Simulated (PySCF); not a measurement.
# 4-Iodopyridine (SMILES c1(I)ccncc1): coupling constants with relativity

Geometry:
| atom | x (Å) | y (Å) | z (Å) |
| --- | --- | --- | --- |
| I1 | -2.746 | 2.373 | 0.140 |
| C2 | -1.124 | 1.045 | 0.038 |
| C3 | -1.343 | -0.330 | -0.011 |
| C4 | -0.223 | -1.162 | -0.077 |
| N5 | 1.030 | -0.720 | -0.096 |
| C6 | 1.217 | 0.595 | -0.049 |
| C7 | 0.181 | 1.529 | 0.019 |
| H8 | -2.348 | -0.751 | 0.002 |
| H9 | -0.362 | -2.248 | -0.117 |
| H10 | 2.256 | 0.945 | -0.066 |
| H11 | 0.398 | 2.597 | 0.055 |

Level of theory for the indirect couplings: PBE0/pcJ-1 (dyall-v2z on I), no solvent, finite nuclei, PBE0-D3(BJ)/def2-SVP geometry (PySCF integrals, density fitting).

Non-relativistic values:
```tsv
coupling	atoms	J (Hz)
1J(127I,13C)	I1 – C2	-174.8
2J(127I,13C)	I1 – C3/C7	0.3
3J(127I,13C)	I1 – C4/C6	0.6
3J(127I,1H)	I1 – H8/H11	4.7
4J(127I,15N)	I1 – N5	-4.6
4J(127I,1H)	I1 – H9/H10	4.0
```

Question: What do two-component X2C with spin–orbit coupling give?

Answer: 
| coupling | atoms | with spin–orbit (Hz) |
| --- | --- | --- |
| 1J(127I,13C) | I1 – C2 | -213.0 |
| 2J(127I,13C) | I1 – C3/C7 | -5.0 |
| 3J(127I,13C) | I1 – C4/C6 | -1.9 |
| 3J(127I,1H) | I1 – H8/H11 | 4.7 |
| 4J(127I,15N) | I1 – N5 | -5.4 |
| 4J(127I,1H) | I1 – H9/H10 | 4.3 |

The largest listed coupling, 1J(127I,13C), ends at 1.22 times its non-relativistic value. Equivalent partners are averaged, as under fast rotation. Couplings to strongly quadrupolar nuclei (127I) are seldom resolved in solution.
